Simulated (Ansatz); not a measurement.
CH4Si (SMILES C[SiH]) moved off its minimum; all values from Ansatz (a quantum-chemistry and plane-wave program), cores frozen in correlated methods.
(charge 0, multiplicity 1)
```xyz
6

Si    -0.4303    -0.1627     0.4112
H     -1.4496    -0.7467    -0.6197
C      0.7970     0.5461    -0.5770
H      1.6807     0.9135     0.0286
H      0.3606     1.3373    -1.2866
H      1.0117    -0.1052    -1.3764
```

```tsv
level	largest force (eV/Å)	on atom	rms difference from CCSD(T)/aug-cc-pV(T+d)Z (eV/Å)	dipole (D)
HF/def2-TZVPP	4.79	C3	0.196	2.03
PBE/def2-TZVPP	4.38	Si1	0.175	2.06
r2SCAN/def2-TZVPP	4.25	Si1	0.126	2.13
B3LYP/def2-TZVPP	4.37	Si1	0.081	1.94
wB97M-V/def2-TZVPP	4.31	Si1	0.086	1.90
MP2/aug-cc-pV(T+d)Z	4.48	Si1	0.063	1.96
CCSD(T)/aug-cc-pV(T+d)Z	4.55	Si1	0.000	1.87
```

The differences count from one level among others, with limits of its own. Forces at CCSD(T)/aug-cc-pV(T+d)Z (eV/Å):

| atom | Fx | Fy | Fz |
|---|---|---|---|
| Si1 | -3.252 | -1.806 | 2.623 |
| H2 | 0.535 | 0.367 | 0.006 |
| C3 | 1.963 | 3.426 | -1.923 |
| H4 | -0.877 | -0.310 | -1.163 |
| H5 | 0.475 | -0.240 | 1.333 |
| H6 | 1.157 | -1.438 | -0.876 |

Doubts at one or more of the structures used: a restricted determinant that unrestricted orbitals would lower (MP2/aug-cc-pV(T+d)Z, CCSD(T)/aug-cc-pV(T+d)Z).
